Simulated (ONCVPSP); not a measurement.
# What one change does to a pseudopotential (tantalum (Ta), ONCV)

* Element: tantalum
* Generator: ONCVPSP 4.0.1
* Type: optimised norm-conserving Vanderbilt (ONCV)
* Functional: BLYP
* Relativity: scalar-relativistic
* Frozen core: [Kr] 4d10 4f14
* Valence charge: 13
* Reference configuration: 5s2 5p6 5d3 6s1.75 6p0.25
* Partial waves: 5s+6s: rc 1.95 bohr, ncon 3, nbas 8, qcut 5.8 1/bohr, 2 projectors; 5p+6p: rc 2.30 bohr, ncon 4, nbas 8, qcut 5.8 1/bohr, 2 projectors; 5d: rc 2.55 bohr, ncon 5, nbas 9, qcut 6.8 1/bohr, 2 projectors, debl 2.9 Ha; f scattering state at 0.24 Ha: rc 2.70 bohr, ncon 3, nbas 7, qcut 4.7 1/bohr, 2 projectors, debl 1.6 Ha
* Local potential: polynomial inside 1.30 bohr (lpopt 5, dvloc0 2 Ha)
* Core correction: polynomial model core, fcfact 0.65

All-electron outer shells of the reference configuration (BLYP, scalar-relativistic, ld1.x):

```json
{"shell": "4d", "level (eV)": "-222.28", "outermost node (bohr)": "0.22", "outermost maximum (bohr)": "0.46"}
{"shell": "5s", "level (eV)": "-73.22", "outermost node (bohr)": "0.54", "outermost maximum (bohr)": "0.98"}
{"shell": "5p", "level (eV)": "-39.60", "outermost node (bohr)": "0.58", "outermost maximum (bohr)": "1.13"}
{"shell": "4f", "level (eV)": "-24.85", "outermost node (bohr)": "–", "outermost maximum (bohr)": "0.44"}
{"shell": "6s", "level (eV)": "-5.59", "outermost node (bohr)": "1.32", "outermost maximum (bohr)": "2.74"}
{"shell": "5d", "level (eV)": "-3.80", "outermost node (bohr)": "0.65", "outermost maximum (bohr)": "1.58"}
{"shell": "6p", "level (eV)": "-1.49", "outermost node (bohr)": "1.59", "outermost maximum (bohr)": "3.89"}
```

Change: all radii but the core radius scaled by about 1.10 (s 2.14, p 2.52, d 2.80, f 2.96 bohr); local potential polynomial inside 1.42 bohr (lpopt 5, dvloc0 2 Ha).

Cutoffs: the cutoffs (Ha) at which the residual kinetic energy of the hardest occupied pseudo-wave falls to 1 and 0.1 mHa per electron; they do not see the model core or the augmentation charge, which bear on the density cutoff. Errors are all-electron minus pseudo energies relative to the spin-unpolarised reference configuration.

Question: Predict the effect on cutoff, ghosts and configuration errors.

Answer: The potential gets neither clearly harder nor softer (13 Ha and 16 Ha → 12 Ha and 15 Ha); the d channel sets the loose cutoff, while the largest relative change is in s, which becomes softer; the errors of the 4 common tests hardly move; neither file shows a bound ghost.

| quantity | base | changed |
| --- | --- | --- |
| cutoff, loose | 13 Ha | 12 Ha |
| cutoff, tight | 16 Ha | 15 Ha |
| loose cutoff by channel | s 10 Ha, p 11 Ha, d 13 Ha | s 7.2 Ha, p 11 Ha, d 12 Ha |
| bound ghosts | none | none |
| GHOST(+) flags under 300 eV | s at 113.5 eV | none |
| error for 5s2 5p6 5d3 6s2 6p0, meV [ΔE -1.01 eV] | +0.2 | +0.2 |
| error for 5s2 5p6 5d3 6s1 6p0, meV [ΔE 7.38 eV] | -3.9 | -4.2 |
| error for 5s2 5p6 5d3 6s0 6p0, meV [ΔE 22.43 eV] | -18 | -20 |
| error for 5s2 5p6 5d3 6s1.5 6p0, meV [ΔE 2.40 eV] | -1.1 | -1.1 |
| rms error of d²Exc/dni dnj with the model core, mHa | 1.12 | 1.23 |
